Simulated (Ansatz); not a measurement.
H9NOSi3 can be A, `N[SiH]([SiH3])O[SiH3]`, or B, `O[SiH]([SiH3])N[SiH3]`.

Program: Ansatz. Geometries: PBE0-D4/def2-TZVP. ΔE: electronic, gas phase. CCSD(T)/CBS is the MP2 limit (def2-TZVPP, def2-QZVPP) plus CCSD(T) − MP2 in def2-TZVPP, frozen cores. DFT in def2-TZVPP. B3LYP here is the variant with VWN-RPA as its local correlation; programs differ in this. One conformer a species, not always the lowest.

Q: Which isomer does CCSD(T)/CBS put lower? Give the gap. (Best estimate.)

A: Ansatz gave: A, by 50.4 kJ/mol.

Q: Give E(B) − E(A) in kJ/mol with PBE0-D4, CCSD(T)/def2-TZVPP, B3LYP, HF/def2-TZVPP, MP2/def2-TZVPP, B2PLYP, CCSD/def2-TZVPP. (Estimate.)

A: Computed: PBE0-D4 46.6, CCSD(T)/def2-TZVPP 50.2, B3LYP 57.0, HF/def2-TZVPP 67.3, MP2/def2-TZVPP 50.2, B2PLYP 55.0, CCSD/def2-TZVPP 52.8. None reverses the order clearly.

Largest T1 diagnostic: 0.012.

In def2-TZVPP, CCSD(T) changes the Hartree–Fock value by −17.1 kJ/mol (the triples alone add −2.6 kJ/mol) and MP2 by −17.1 kJ/mol. The D4 term adds −3.1 kJ/mol with B3LYP and −1.5 kJ/mol with PBE0; it sums over pairs of atoms, weighted by their polarisabilities, and B3LYP, whose exchange is more repulsive, gets the larger term.
